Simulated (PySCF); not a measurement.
C₄H₈OSi, SMILES CC1=C[C@H]([SiH3])O1.

Coordinates come from a B3LYP-D3(BJ)/def2-SVP optimisation. The structure was generated by enumeration; whether it is a known compound was not checked.

These are M06-2X/def2-TZVP in PySCF values and carry that method's errors.

Computed frontier levels, gap, dipole moment and polarisability:
```
Quantity                                                                                                        Value
---------------------------------------------------------------------------------------------  ----------------------
highest occupied level                                                                                       -7.69 eV
lowest empty level                                                                                            1.36 eV
orbital gap                                                                                                   9.05 eV
dipole moment                                                                                                  1.28 D
quadrupole, principal values (traceless, Buckingham form, about the centre of nuclear charge)  -3.99, -1.86, 5.86 D·Å
mean static polarisability                                                                      76.1 bohr³ (11.28 Å³)
polarisability, principal values                                                               62.4, 70.6, 95.3 bohr³
```
